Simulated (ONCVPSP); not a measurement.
**S (Z = 16): excitation energies, all-electron against ONCV**

```
Element                 : sulfur (S)
Generator               : ONCVPSP 4.0.1
Type                    : optimised norm-conserving Vanderbilt (ONCV)
Functional              : PBEsol
Relativity              : fully relativistic
Frozen core             : [He]
Valence charge          : 14
Reference configuration : 2s2 2p6 3s2 3p4
Partial waves           : 2s+3s: rc 0.80 bohr, ncon 4, nbas 8, qcut 11.7 1/bohr, 2 projectors; 2p+3p: rc 0.65 bohr, ncon 4, nbas 8, qcut 19.3 1/bohr, 2 projectors
Local potential         : polynomial inside 0.50 bohr (lpopt 5, dvloc0 0 Ha)
Core correction         : none
```

Open shells are filled in proportion to 2j + 1.

Energies are relative to the spin-unpolarised reference configuration 2s2 2p6 3s2 3p4; without spin polarisation the order of configurations can differ from experiment.

Q: Give the all-electron excitation energy and the error of the potential for: 2s2 2p6 3s2 3p3; 2s2 2p6 3s2 3p2; 2s2 2p6 3s2 3p1; 2s2 2p6 3s0 3p6.

A:

| valence configuration | charge | ΔE all-electron (eV) | error AE − PS (meV) |
| --- | --- | --- | --- |
| 2s2 2p6 3s2 3p3 | +1 | 11.733 | +1.9 |
| 2s2 2p6 3s2 3p2 | +2 | 33.975 | +6.0 |
| 2s2 2p6 3s2 3p1 | +3 | 67.975 | +15 |
| 2s2 2p6 3s0 3p6 | 0 | 20.678 | +2.4 |

Levels in the configuration 2s2 2p6 3s2 3p1:

```csv
level,all-electron (eV),pseudo (eV)
2s j=1/2,-252.856,-252.869
2p j=3/2,-197.661,-197.561
2p j=1/2,-198.930,-198.825
3s j=1/2,-52.167,-52.166
3p j=3/2,-40.188,-40.177
3p j=1/2,-40.322,-40.308
```
